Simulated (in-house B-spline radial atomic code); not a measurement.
Configurations of Ce VII (Ce6+), with energies counted from [Kr] 4d10 5s2 5p4. All numbers are computed (scalar-relativistic (X2C) PBE0, spin-polarised, spherical fractional occupations, exact exchange averaged over the configuration; Fermi nucleus of rms radius 4.8771 fm) with a radial B-spline atomic code at the basis-set limit, not measured. Shells without spins written out take the highest spin.

Occupations are held fixed; configurations that lie above the ionisation limit could autoionise.

| configuration | E - E(ref) (eV) | highest orbital | its <r> (bohr) |
| --- | --- | --- | --- |
| [Kr] 4d9 4f1 5s2 5p4 | 107.29 | 4f up | 0.9045 |
| [Kr] 4d9 5s2 5p4 5d1 | 129.41 | 5d up | 1.835 |
| [Kr] 4d9 5s2 5p4 6s1 | 143.33 | 6s up | 2.674 |
| [Ar] 3d9 4s2 4p6 4d10 4f1 5s2 5p4 | 886.35 | 4f up | 0.8708 |

(1) Order these further configurations by energy, lowest first.
A. [Ar] 3d9 4s2 4p6 4d10 5s2 5p5
B. [Ar] 3d9 4s2 4p6 4d10 5s2 5p4 5d1
C. [Kr] 4d10 5s1 5p4 6p1
D. [Kr] 4d10 5s2 5p3 6f1

Results:

(1) C (65.355 eV), D (65.837 eV), A (883.78 eV), B (910.46 eV).
